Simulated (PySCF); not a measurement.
## TlH⁺: one state, many levels of theory

State: ²Σ⁺ (doublet), unpaired electrons σ ↑. Set-up: PySCF, scalar-relativistic core potentials, basis sets Tl def2-SVPD with ECP60, H def2-SVPD. De refers to Tl⁺ + H in their ground configurations, without counterpoise correction. The functionals are run spin-unrestricted. A positive dipole points towards H; it is taken about the centre of mass and depends on that origin. Levels whose curve was spin-contaminated or gave no clean fit are not listed.

```csv
Level,Re (Å),ωe (cm⁻¹),De (eV),μ (D)
PBE,2.643,287,n/a,0.91
B3LYP,2.575,273,n/a,0.84
PBE0,2.678,259,n/a,0.79
HSE06,2.656,270,n/a,0.81
M06-2X,2.822,260,n/a,0.65
```

**Question.** What does a quarter of exact exchange do here, going from PBE to PBE0?

**Answer.** PBE0 less PBE: +3.5 pm in Re, -9.8 % in ωe. Exact exchange removes part of the self-interaction that spreads semilocal densities, and in most molecules shortens and stiffens the bond and lowers De; here Re and ωe go the other way.

Spin–orbit coupling is left out. The state is the lowest determinant that a PBE0 search found; another state may lie lower at other levels.

The whole job (state search and all levels along the bond) took about 1.9 min on 1 thread of Oxide Virtual Turin-like (shared host), peak memory 0.47 GiB.
